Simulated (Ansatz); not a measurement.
`[SiH3][O][InH][Br]` + H₂ → `[SiH3][O][InH2]` + HBr at 600 K and 1 bar (hydrogenolysis of the In–Br bond).

Gas-phase electronic energies from Ansatz, PBE0-D4/def2-TZVP geometries. CCSD(T)/CBS is the MP2 limit (def2-TZVPP, def2-QZVPP) plus CCSD(T) − MP2 in def2-TZVPP, frozen cores. This one scheme is used for every species. def2 core potentials past Kr. For Br, In outer-core shells are correlated without core-valence functions, which leaves a few kJ/mol of doubt a bond. Scalar relativity is left out up to krypton. One conformer a species, not always the lowest.

```tsv
species	CCSD(T)/CBS energy (Eh)	H − E (kJ/mol)	S (J/(mol·K))
`[SiH3][O][InH][Br]`	-3129.89321	153.7	477.5
H₂	-1.17544	43.9	150.8
`[SiH3][O][InH2]`	-557.10255	160.7	422.8
HBr	-2573.91920	33.5	219.1
```

H − E and S are ideal-gas, rigid-rotor, harmonic terms from PBE0-D4/def2-TZVP, for one conformer and one mirror image of each species. The MP2-based limit puts H₂ 0.8 mEh under its directly extrapolated value; such offsets cancel only in part. 1 Eh = 2625.50 kJ/mol, R = 8.31446 J/(mol·K).

Problem. By hand: ΔE, ΔH, ΔS and ΔG.

Solution. ΔE = (-557.10255) + (-2573.91920) − (-3129.89321) − (-1.17544) = 0.04690 Eh = 123.1 kJ/mol. Δ(H − E) = 160.7 + 33.5 − 153.7 − 43.9 = -3.4, so ΔH = 119.7 kJ/mol. ΔS = 422.8 + 219.1 − 477.5 − 150.8 = 13.6 J/(mol·K). ΔG = 119.7 − 600 × (13.6)/1000 = 111.5 kJ/mol.

Problem. By hand: the equilibrium constant, and the temperature at which ΔG would vanish if ΔH and ΔS stayed fixed.

Solution. log₁₀ K = −ΔG/(RT ln 10) = -9.7. ΔG = 0 at ΔH/ΔS = 8801 K, far beyond where these terms or the molecules hold.

The number of gas molecules stays the same, so ΔS is small and ΔH decides. A doubt of 5 kJ/mol in ΔE shifts log₁₀ K by 0.4 here. Other conformers and mirror images would add mixing entropy, several J/(mol·K) or more a flexible species. Modes under 60 cm⁻¹, often nearly free rotors, make the harmonic entropy too high. These are equilibria of isolated gas molecules and say nothing of rates. Largest T1 diagnostic: 0.015 (customary marks: 0.02 for closed shells, 0.045 for open ones).
